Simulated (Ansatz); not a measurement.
Reaction (redistribution): `[F][AlH][SiH2]Cl` + `C[C@@H]1C[Si@@H]1F` → `[CH3][AlH][SiH2]Cl` + `F[C@H]1C[Si@@H]1F`

Isolated molecules relaxed with PBE0-D4/def2-TZVP in Ansatz; ΔE leaves out vibrations. CCSD(T)/CBS is the MP2 limit (def2-TZVPP, def2-QZVPP) plus CCSD(T) − MP2 in def2-TZVPP, frozen cores. DFT in def2-TZVPP. B3LYP here is the variant with VWN-RPA as its local correlation; programs differ in this. Each species was taken in one conformer, which may not be the lowest.

```
             level  ΔE (kJ/mol)
           ωB97M-V        238.5
             B3LYP        237.0
SCS-MP2/def2-TZVPP        257.8
     MP2/CBS(def2)        264.9
```

Q: What does CCSD(T)/CBS give? (Best estimate.)

A: Computed: +251.8 kJ/mol. The listed levels differ from it by -13.3, -14.8, 6.0, 13.1 kJ/mol.

Largest T1 diagnostic among the species: 0.012.

Leaving LDA and LC-ωPBE aside and taking each functional with its dispersion term where it has one, the values, not all of them listed here, spread over 20.7 kJ/mol, from PBE-D4 to PBE-QIDH. From BLYP to BHLYP (50 % exact exchange), in def2-TZVPP and without D4, ΔE moves by +14.6 kJ/mol.
